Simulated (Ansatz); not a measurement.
## Ansatz (development build ahead of 0.2.0) run

```yaml
crystal:
  periodic: [false, false, false]
  atoms:
    - { symbol: C, position_ang: [-0.72987, -0.48583, -1.2433] }
    - { symbol: Br, position_ang: [0.18638, 0.15684, 0.34077] }
    - { symbol: H, position_ang: [-1.2947, -1.36976, -0.9694] }
    - { symbol: H, position_ang: [-1.3894, 0.30068, -1.59231] }
    - { symbol: H, position_ang: [0.01829, -0.72246, -1.99142] }
basis:
  gaussian: { orbitals: def2-SVP }
total_charge: 1
magnetization:
  spin_polarized: true
  initial_magnetization: 1
hamiltonian:
  xc: hf
output:
  forces: true
```

The input is written out in the form of the current development build from the run's settings.

Output:

```json
{
  "Converged": "yes",
  "Total energy": "-2611.32769 hartree",
  "Spin squared of the determinant": "0.759",
  "Stability test": "minimum"
}
```

Forces (eV/Å):
| atom | Fx | Fy | Fz |
| --- | --- | --- | --- |
| C1 | -0.406 | -0.004 | -1.276 |
| Br2 | 0.134 | 0.039 | 0.346 |
| H3 | 0.026 | -0.158 | 0.454 |
| H4 | -0.038 | 0.178 | 0.282 |
| H5 | 0.283 | -0.054 | 0.195 |

Caution: the determinant breaks the point group.
